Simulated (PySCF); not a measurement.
Frontier orbitals and the lowest excitations

Species: C₃H₁₁PSSi₂.
Bonds: C1–C2 (double), C2–S3, S3–C4, C4–Si5, Si5–P6, P6–Si7. Hydrogens: H8, H9 on C1; H10 on C2; H11, H12 on C4; H13, H14 on Si5; H15 on P6; H16, H17, H18 on Si7.

Computed, not measured: PySCF 2.14.0, density-fitted response routines, TDDFT CAM-B3LYP/def2-SVPD, vertical, gas phase, core orbitals frozen in the response. One conformer (not necessarily the lowest) at the GFN2-xTB geometry, without solvent, vibrations or thermal averaging. Torsions of this conformer, `[CH2:1]=[CH:2][S:3][CH2:4][SiH2:5][PH:6][SiH3:7]`: C1–C2–S3–C4 0°, C2–S3–C4–Si5 73°, S3–C4–Si5–P6 -140°, C4–Si5–P6–Si7 -162°.

Frontier orbitals with the atoms that hold most of them (Löwdin shares over 4%, at most four atoms; ? is withheld):

| orbital | ε (eV) | atoms |
| --- | --- | --- |
| HOMO-3 | -10.40 | C2 23%, S3 22%, C1 14%, C4 7% |
| HOMO-2 | -9.59 | P6 22%, S3 14%, Si5 13%, C4 11% |
| HOMO-1 | -8.60 | ? |
| HOMO | -7.48 | ? |
| LUMO | ? | Si7 27%, P6 14%, S3 10%, Si5 10% |
| LUMO+1 | 0.87 | Si7 18%, Si5 15%, P6 13%, H15 10% |
| LUMO+2 | 0.98 | S3 16%, P6 15%, Si5 13%, C2 13% |

(1) Which atoms hold the HOMO-1, and with what shares?

(2) Which atoms hold the HOMO, and with what shares?

(3) What is the LUMO energy, and the HOMO–LUMO gap?

Answers

(1) P6 (bonded to 2 Si and H) 62%; Si7 (bonded to P and 3 H) 11%; Si5 (bonded to C, P and 2 H) 11%; H15 (bonded to P) 6%. By element: phosphorus 62%, silicon 21%, hydrogen 6% or more.

(2) S3 (bonded to 2 C) 47%; C1 (bonded to C and 2 H) 19%; C2 (bonded to C, S and H) 15%; C4 (bonded to S, Si and 2 H) 8%. By element: sulfur 47%, carbon 41%.

(3) ε(LUMO) = 0.77 eV; the gap is 8.25 eV (0.3031 hartree).

**Question.** The HOMO–LUMO gap is 8.25 eV. Where does the response calculation put the lowest singlet, and from which orbitals?

**Answer.** S1 is at 5.33 eV (f = 0.012), 2.92 eV below the gap, made of HOMO→LUMO (36%), HOMO→LUMO+1 (19%). Without the coupling terms of the response equations the lowest excitation would equal the gap.

Next come S2 at 5.69 eV (f 0.115), HOMO→LUMO+2 (75%), HOMO→LUMO+1 (9%); S3 at 5.79 eV (f 0.043), HOMO→LUMO+4 (39%), HOMO→LUMO (19%), HOMO→LUMO+1 (12%); S4 at 6.20 eV (f 0.0070), HOMO-1→LUMO (26%), HOMO→LUMO+1 (20%), HOMO→LUMO+4 (14%); S5 at 6.24 eV (f 0.0007), HOMO-1→LUMO (30%), HOMO→LUMO+5 (28%), HOMO→LUMO+1 (11%).

Löwdin shares depend on the basis, the more so with diffuse functions.
